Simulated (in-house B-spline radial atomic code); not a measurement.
A calculation on the tungsten ion W³⁺: its settings, and results tabulated from the run. Computed with a B-spline radial code for spherical atoms: Dirac-Kohn-Sham relativistic LDA, spherical fractional occupations, Fermi nucleus of rms radius 5.3658 fm.

Command:
```bash
python run_scf.py task.json out
```
Settings (nuclear radius in fm, mass in u):
```
Z                74
configuration    [Xe] 4f14 5d3
hamiltonian      dirac
method           lda_x_rel,vwn
spin_polarised   False
nucleus          fermi
rms_radius       5.3658
atomic_mass      183.95093
speed_of_light   137.035999084
```

Output (hartree, bohr):
```
 radial grid: 72 intervals, B-splines of order 8, outer radius 39.1892 bohr

 iter        energy (Eh)    residual
    1      -16119.825950    8.37e-01
    2      -16120.882689    8.72e-02
    3      -16121.009210    2.55e-02
    4      -16121.026705    1.21e-02
    5      -16121.023930    1.78e-02
    6      -16121.029395    2.30e-03
    7      -16121.029547    4.12e-04
    8      -16121.029551    7.89e-05
    9      -16121.029552    1.23e-06
   10      -16121.029552    3.60e-08

 total energy                    -16121.02955
 kinetic                           18085.4787
 electron-nucleus                 -40163.8011
 Hartree                            6240.5250
 exchange-correlation               -283.2322

 first-order corrections (not in the total)
   Gaunt                            19.0889
   retardation                      -2.0269
   frequency dependence             -0.3247
   self-energy                      13.8786
   Uehling                          -2.6020
   Wichmann-Kroll                    0.1034
   recoil                            0.0297

 orbital      occ     eigenvalue          <r>       <r^2>       <1/r>       r_max    small
 1s1/2      2.000     -2532.7732    0.0184316 0.000467206     86.6283     0.01151  7.73e-02
 2s1/2      2.000      -438.3225    0.0772489  0.00711659     21.0937     0.06615  1.75e-02
 2p1/2      2.000      -419.6851    0.0638749  0.00507594     21.0668     0.04913  1.76e-02
 2p3/2      4.000      -370.6077    0.0717899   0.0062732     17.7224     0.05595  1.59e-02
 3s1/2      2.000      -101.8054     0.201275   0.0464535     7.74683      0.1862  5.77e-03
 3p1/2      2.000       -93.4122     0.191094   0.0425648     7.66792      0.1742  5.72e-03
 3p3/2      4.000       -82.7902     0.205784   0.0491384     6.80073      0.1882  5.23e-03
 3d3/2      4.000       -68.5239     0.179924   0.0380301     6.70077      0.1472  5.13e-03
 3d5/2      6.000       -66.2003      0.18445    0.039836     6.49524      0.1511  4.99e-03
 4s1/2      2.000       -21.8198     0.450812    0.229748     3.26054      0.4222  1.91e-03
 4p1/2      2.000       -18.3243     0.455607    0.236599     3.15301      0.4216  1.82e-03
 4p3/2      4.000       -15.8531     0.488991    0.272207     2.84824      0.4513  1.63e-03
 4d3/2      4.000       -10.0742     0.505369    0.296304     2.63658      0.4475  1.44e-03
 4d5/2      6.000        -9.6165     0.516839    0.309739      2.5634      0.4569  1.39e-03
 5s1/2      2.000        -3.9564      1.06646     1.27763     1.26715      0.9642  4.30e-04
 5p1/2      2.000        -2.9088       1.1695     1.54742     1.14098       1.032  3.57e-04
 5p3/2      4.000        -2.5413      1.26799     1.81885     1.03568       1.116  3.06e-04
 4f5/2      6.000        -2.3532      0.60116     0.45273     2.10392      0.4253  9.84e-04
 4f7/2      8.000        -2.2707     0.610619    0.467781     2.07306      0.4303  9.63e-04
 5d3/2      1.200        -1.1764      1.72938     3.45836    0.744519       1.417  1.62e-04
 5d5/2      1.800        -1.1410      1.77465     3.63927    0.723304       1.456  1.54e-04
```

Cost of the run: 2.2 s on 1 thread of Arm Neoverse V1, with other jobs on the host.

For the Dirac Hamiltonian the kinetic term is c α·p + (β - 1)c².
